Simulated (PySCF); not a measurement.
**Radial density of Be⁺ (beryllium, charge +1)**

UHF, [He] 2s1, 2S determinant. Calculation: PySCF 2.14, in cc-pVTZ (4s3p2d1f, 30 functions); the non-relativistic Hamiltonian (point nucleus).

| r (bohr) | 4πr²ρ (e/bohr) | 4πr²(ρα − ρβ) |
| --- | --- | --- |
| 0.00547 | 0.01259 | 0.0003 |
| 0.00920 | 0.03469 | 0.0009 |
| 0.0155 | 0.09313 | 0.0025 |
| 0.0260 | 0.2425 | 0.0064 |
| 0.0438 | 0.5956 | 0.0155 |
| 0.0736 | 1.333 | 0.0342 |
| 0.124 | 2.545 | 0.0629 |
| 0.208 | 3.759 | 0.0828 |
| 0.350 | 3.654 | 0.0518 |
| 0.589 | 1.806 | -0.0022 |
| 0.991 | 0.4501 | 0.1456 |
| 1.67 | 0.4687 | 0.4602 |
| 2.80 | 0.2992 | 0.2992 |
| 4.72 | 0.02673 | 0.0267 |
| 7.93 | 7.855e-05 | 0.0001 |

Task: Where is the radial spin density 4πr²(ρα − ρβ) most negative, and why is it negative at all?

Result: Around r = 0.589 bohr, down to -0.0022 e/bohr: exchange with the open shell polarises the paired shells in an unrestricted calculation.
